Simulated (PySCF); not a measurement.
PySCF job for B(Me)(OMe)(SH) (C2H7BOS), SMILES COB(C)S, B3LYP-D3(BJ)/def2-SVP. Coordinates come from a B3LYP-D3(BJ)/def2-SVP optimisation. The structure was generated by enumeration, and PubChem lists no compound with its InChIKey, so it may never have been made. Other conformers were not sampled.

```python
import numpy as np
from pyscf import gto, scf, dft, df
from pyscf.hessian import thermo

mol = gto.M(
    atom='''
    B     0.44823743    0.30683138   -0.00000000
    C     1.50794923    1.47126409   -0.00000000
    H     2.53567310    1.07741234   -0.00000000
    H     1.38452242    2.11998038   -0.88405613
    H     1.38452242    2.11998038    0.88405613
    O     0.87849179   -0.97726119    0.00000000
    C     0.02049541   -2.10125159   -0.00000000
    H    -0.62529316   -2.11076812    0.89477440
    H     0.64165846   -3.00816767    0.00000000
    H    -0.62529317   -2.11076813   -0.89477440
    S    -1.36620943    0.62520699    0.00000000
    H    -1.27622844    1.97287661   -0.00000000
    ''',
    basis='def2-SVP',
    charge=0,
    spin=0,
    max_memory=1600,
    verbose=3,
)
mf = dft.RKS(mol, xc='b3lyp').density_fit(auxbasis='def2-universal-jkfit')
mf.disp = 'd3bj'
mf.grids.level = 3
mf.conv_tol = 1e-11
mf.max_cycle = 100
mf.kernel()

# [left out here: the lines that compute and print the analytic Hessian (its translational invariance restored by hand, since the grid's response is missing), thermochemistry and intensities]
```

Output:

```
converged SCF energy = -578.553722681383

WARN: DFTD3 does not support analytical Hessian, using finite difference


WARN: Mole.unit (angstrom) is changed to Bohr

Mode                                 0                   1                   2
Irrep
Freq [cm^-1]                       62.2286             97.5652            182.5875
Reduced mass [au]                   1.0571              1.0261              2.7442
Force const [Dyne/A]                0.0024              0.0058              0.0539
Char temp [K]                      89.5330            140.3746            262.7028
Normal mode                   x     y     z       x     y     z       x     y     z
       0   B                 0.00 -0.00  0.03   -0.00 -0.00 -0.00   -0.00 -0.00 -0.06
       1   C                -0.00  0.00 -0.02   -0.00 -0.00 -0.02   -0.00 -0.00  0.08
       2   H                -0.00  0.00  0.47   -0.00 -0.00 -0.09   -0.00 -0.00  0.25
       3   H                 0.30 -0.38 -0.34   -0.05  0.04  0.02    0.14  0.00  0.06
       4   H                -0.30  0.38 -0.34    0.05 -0.04  0.02   -0.14 -0.00  0.06
       5   O                 0.00 -0.00  0.01   -0.00 -0.00 -0.00   -0.00  0.00 -0.16
       6   C                 0.00 -0.00 -0.04    0.00 -0.00 -0.02    0.00 -0.00  0.11
       7   H                -0.05 -0.00 -0.08   -0.40  0.27 -0.31    0.07  0.17  0.16
       8   H                 0.00 -0.00 -0.01    0.00 -0.00  0.53    0.00 -0.00  0.23
       9   H                 0.05  0.00 -0.08    0.40 -0.27 -0.31   -0.07 -0.17  0.16
      10   S                 0.00  0.00  0.02   -0.00  0.00  0.02   -0.00  0.00 -0.01
      11   H                 0.00  0.00  0.04    0.00  0.00  0.08    0.00  0.00  0.17
Mode                                 3                   4                   5
Irrep
Freq [cm^-1]                      204.0335            280.6394            355.5622
Reduced mass [au]                   3.7110              2.6932              1.1385
[...]
      11   H                 0.11 -0.01  0.00    0.14 -0.01 -0.00    0.00 -0.00  0.00
Mode                                15                  16                  17
Irrep
Freq [cm^-1]                     1198.7612           1316.6234           1380.9550
Reduced mass [au]                   1.3887              1.5375              2.6805
Force const [Dyne/A]                1.1757              1.5703              3.0118
Char temp [K]                    1724.7505           1894.3279           1986.8868
Normal mode                   x     y     z       x     y     z       x     y     z
       0   B                -0.04 -0.07  0.00   -0.07  0.04  0.00   -0.00 -0.18 -0.00
       1   C                 0.00  0.00  0.00    0.09  0.09 -0.00    0.03  0.07 -0.00
       2   H                 0.04  0.10  0.00   -0.10 -0.39  0.00   -0.01 -0.03  0.00
       3   H                 0.09  0.06  0.03   -0.36 -0.25 -0.17    0.01 -0.21 -0.20
       4   H                 0.09  0.06 -0.03   -0.36 -0.25  0.17    0.01 -0.21  0.20
       5   O                 0.05 -0.01  0.00    0.01 -0.07  0.00   -0.01  0.11 -0.00
       6   C                -0.10  0.07 -0.00    0.01  0.05  0.00   -0.03 -0.07 -0.00
       7   H                 0.03 -0.35  0.09    0.01 -0.10  0.01    0.02  0.24  0.02
       8   H                 0.43  0.44  0.00    0.00  0.04 -0.00    0.16  0.07  0.00
       9   H                 0.03 -0.35 -0.09    0.01 -0.10 -0.01    0.02  0.24 -0.02
      10   S                 0.00  0.00  0.00    0.00 -0.00 -0.00    0.00  0.00  0.00
      11   H                -0.07  0.01 -0.00    0.01  0.00 -0.00   -0.08  0.00  0.00
Mode                                18                  19                  20
Irrep
Freq [cm^-1]                     1439.3932           1442.1091           1471.2970
Reduced mass [au]                   1.0927              1.0477              1.0443
Force const [Dyne/A]                1.3338              1.2838              1.3319
Char temp [K]                    2070.9664           2074.8740           2116.8687
Normal mode                   x     y     z       x     y     z       x     y     z
       0   B                -0.01  0.05 -0.00   -0.00  0.00  0.02   -0.00 -0.01 -0.00
       1   C                -0.05  0.01 -0.00   -0.00  0.00  0.06    0.00  0.00  0.00
       2   H                 0.11  0.39  0.00    0.00  0.00 -0.71   -0.00 -0.02  0.00
       3   H                 0.27 -0.38 -0.33    0.47 -0.04 -0.05   -0.01  0.01  0.01
       4   H                 0.27 -0.38  0.33   -0.47  0.04 -0.05   -0.01  0.01 -0.01
       5   O                 0.01 -0.02  0.00    0.00 -0.00 -0.00    0.01 -0.00 -0.00
       6   C                 0.02  0.03  0.00    0.00  0.00 -0.00    0.05 -0.01 -0.00
       7   H                -0.04 -0.17 -0.04   -0.00 -0.00 -0.00   -0.53  0.01 -0.40
       8   H                -0.16 -0.10 -0.00   -0.00 -0.00  0.00    0.23  0.14  0.00
       9   H                -0.04 -0.17  0.04   -0.00  0.00 -0.00   -0.53  0.01  0.40
      10   S                -0.00 -0.00  0.00   -0.00 -0.00 -0.00   -0.00  0.00 -0.00
      11   H                 0.01  0.00 -0.00    0.00  0.00  0.01   -0.00 -0.00  0.00
Mode                                21                  22                  23
Irrep
Freq [cm^-1]                     1473.8703           1500.1639           2689.3719
Reduced mass [au]                   1.0382              1.4453              1.0384
Force const [Dyne/A]                1.3287              1.9164              4.4251
Char temp [K]                    2120.5711           2158.4018           3869.4074
Normal mode                   x     y     z       x     y     z       x     y     z
       0   B                -0.00  0.00 -0.00    0.03 -0.12 -0.00    0.00  0.00  0.00
       1   C                -0.00 -0.00  0.00    0.02  0.02 -0.00    0.00 -0.00 -0.00
       2   H                 0.00  0.00  0.00   -0.03 -0.12  0.00   -0.00  0.00  0.00
       3   H                -0.00 -0.00 -0.00   -0.05  0.08  0.06   -0.00 -0.00 -0.00
       4   H                 0.00  0.00 -0.00   -0.05  0.08 -0.06   -0.00 -0.00  0.00
       5   O                -0.00 -0.00 -0.01   -0.00  0.09 -0.00    0.00 -0.00  0.00
       6   C                -0.00  0.00 -0.05    0.03  0.05 -0.00   -0.00  0.00  0.00
       7   H                 0.11 -0.48  0.05   -0.07 -0.39 -0.07    0.00 -0.00 -0.00
       8   H                -0.00 -0.00  0.69   -0.46 -0.29  0.00   -0.00 -0.00 -0.00
       9   H                -0.11  0.48  0.05   -0.07 -0.39  0.07    0.00 -0.00  0.00
      10   S                 0.00 -0.00 -0.00   -0.00  0.00 -0.00    0.00  0.03  0.00
      11   H                 0.00 -0.00  0.01   -0.04  0.00  0.00   -0.07 -0.98 -0.00
Mode                                24                  25                  26
Irrep
Freq [cm^-1]                     3013.2216           3026.0488           3090.2667
Reduced mass [au]                   1.0335              1.0387              1.1069
Force const [Dyne/A]                5.5285              5.6037              6.2280
Char temp [K]                    4335.3550           4353.8105           4446.2058
Normal mode                   x     y     z       x     y     z       x     y     z
       0   B                -0.00  0.00 -0.00   -0.00 -0.00  0.00    0.00 -0.00  0.00
       1   C                 0.00 -0.00 -0.00    0.03  0.04  0.00    0.00  0.00 -0.00
       2   H                 0.00  0.00 -0.00   -0.44  0.18  0.00   -0.00  0.00 -0.00
       3   H                -0.00  0.00 -0.00    0.07 -0.35  0.49    0.00 -0.01  0.02
       4   H                -0.00  0.00  0.00    0.07 -0.35 -0.49   -0.00  0.01  0.02
       5   O                -0.00 -0.00  0.00    0.00  0.00  0.00   -0.00  0.00  0.00
       6   C                -0.04 -0.02 -0.00   -0.00 -0.00  0.00    0.00 -0.00 -0.09
       7   H                 0.36 -0.00 -0.52    0.00  0.00 -0.00   -0.39  0.01  0.54
       8   H                -0.23  0.32  0.00   -0.00  0.00  0.00   -0.00  0.00 -0.02
       9   H                 0.36 -0.00  0.52    0.00  0.00  0.00    0.39 -0.01  0.54
      10   S                 0.00 -0.00  0.00    0.00  0.00 -0.00   -0.00  0.00 -0.00
      11   H                 0.00  0.00 -0.00   -0.00 -0.00 -0.00   -0.00 -0.00  0.00
Mode                                27                  28                  29
Irrep
Freq [cm^-1]                     3096.0648           3126.6471           3130.8243
Reduced mass [au]                   1.0986              1.1024              1.1048
Force const [Dyne/A]                6.2047              6.3498              6.3805
Char temp [K]                    4454.5479           4498.5490           4504.5591
Normal mode                   x     y     z       x     y     z       x     y     z
       0   B                 0.00  0.00  0.00   -0.00  0.00 -0.00    0.00  0.00 -0.00
       1   C                -0.00  0.00  0.09   -0.07  0.05 -0.00    0.00 -0.00 -0.00
       2   H                 0.00 -0.00  0.02    0.78 -0.30 -0.00   -0.01  0.00 -0.00
       3   H                -0.08  0.40 -0.53    0.03 -0.18  0.26   -0.00  0.00 -0.00
       4   H                 0.08 -0.40 -0.53    0.03 -0.18 -0.26   -0.00  0.00  0.00
       5   O                 0.00 -0.00  0.00    0.00 -0.00  0.00   -0.00  0.00 -0.00
       6   C                 0.00 -0.00 -0.00    0.00 -0.00  0.00    0.07 -0.06  0.00
       7   H                -0.01  0.00  0.02   -0.00  0.00  0.00   -0.14 -0.00  0.22
       8   H                -0.00  0.00 -0.00   -0.01  0.01  0.00   -0.50  0.71  0.00
       9   H                 0.01 -0.00  0.02   -0.00  0.00 -0.00   -0.14 -0.00 -0.22
      10   S                 0.00  0.00 -0.00    0.00  0.00 -0.00   -0.00  0.00  0.00
      11   H                 0.00 -0.00  0.00    0.00 -0.00 -0.00   -0.00 -0.00 -0.00
temperature 298.1500 [K]
pressure 101325.00 [Pa]
Rotational constants [GHz] 4.34496 3.48673 1.98283
Symmetry number 1
Zero-point energy (ZPE) 0.09319 [Eh]   244680.235 [J/mol]
                           tot       elec      trans        rot        vib
Entropy [J/mol/K]       351.833      0.000    164.859    112.017     74.957
Cv [J/mol/K]            100.979      0.000     12.472     12.472     76.036
Cp [J/mol/K]            109.294      0.000     20.786     12.472     76.036
Internal energy [J/mol]                      3718.434   3718.434 256585.962
Internal energy [Eh]   -578.45316  -578.55372
Enthalpy [J/mol]                             6197.391   3718.434 256585.962
Enthalpy [Eh]          -578.45222
Gibbs free energy [J/mol]                  -42955.233 -29679.489 234237.533
Gibbs free energy [Eh] -578.49217
static polarisability / bohr^3: [[56.71  -1.277  0.   ]
 [-1.276 62.285  0.   ]
 [ 0.    -0.    38.903]]
largest difference of analytic and finite-field dipole derivatives / e: 0.0011462593287525635
mode   freq/cm-1   IR/(km/mol)   Raman/(A^4/amu)   depolarisation
   1       62.23         1.164             0.005            0.750
   2       97.57         0.000             0.090            0.750
   3      182.59         7.901             0.134            0.750
   4      204.03         4.478             0.668            0.616
   5      280.64         0.195             1.135            0.406
   6      355.56        13.726             5.365            0.750
   7      438.03         0.298             0.694            0.553
   8      465.59         0.854             1.946            0.750
   9      573.13         9.477            10.068            0.127
  10      797.23         8.870             7.061            0.740
  11      835.25        20.390             5.185            0.557
  12      877.57        13.936             0.373            0.750
  13     1070.34        91.864             4.787            0.621
  14     1097.45       131.826             0.585            0.628
  15     1174.52         0.578             1.908            0.750
  16     1198.76         6.408             3.126            0.745
  17     1316.62        46.134             2.999            0.730
  18     1380.96       360.065             7.240            0.492
  19     1439.39        17.713            11.254            0.723
  20     1442.11         6.306            15.102            0.750
  21     1471.30        15.009            12.161            0.740
  22     1473.87         8.238            18.240            0.750
  23     1500.16        77.743             3.792            0.749
  24     2689.37         2.157           131.627            0.293
  25     3013.22        37.992           125.389            0.006
  26     3026.05         1.965           142.220            0.001
  27     3090.27        25.188            48.228            0.750
  28     3096.06         7.203            74.408            0.750
  29     3126.65        13.000            92.051            0.702
  30     3130.82        24.078           102.547            0.584
max |gradient| / (hartree/bohr): 7.122583096240194e-05
APT charges: [ 1.0674 -0.273   0.0054  0.0121  0.0121 -0.9387  0.5099 -0.0288 -0.0161
 -0.0288 -0.3707  0.0489]
```

The calculation finished and met its thresholds.
